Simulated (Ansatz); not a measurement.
Computed with Ansatz on PBE0-D4/def2-TZVP structures; ΔE is electronic, products minus reactants. CBS: MP2 limit from def2 TZ/QZ plus the TZ coupled-cluster correction, frozen cores. Functionals use def2-TZVPP. Each species was taken in one conformer, which may not be the lowest.

Consider the substitution at a C–S bond: `CSC(=N)N` + `N=C1O[SiH]1O` → `CO[SiH]1OC1=N` + `N=C(N)S`.

Q: Is it downhill or uphill in electronic energy at CCSD(T)/CBS, and by how much? (An estimate is asked.)

A: Ansatz gave: Uphill: ΔE = +48.2 kJ/mol.

Q: What do these levels give: PBE0-D4, PBE0, SCS-MP2/def2-QZVPP, HF/CBS(def2), MP2/CBS(def2), CCSD/CBS(def2)? (An estimate is asked.)

A: The calculation gave: PBE0-D4 48.5, PBE0 48.0, SCS-MP2/def2-QZVPP 47.4, HF/CBS(def2) 32.3, MP2/CBS(def2) 55.8, CCSD/CBS(def2) 46.1 kJ/mol.

Largest T1 diagnostic among the species: 0.016.

In def2-TZVPP, CCSD(T) changes the Hartree–Fock value by +11.4 kJ/mol (the triples alone add +2.1 kJ/mol) and MP2 by +19.0 kJ/mol.
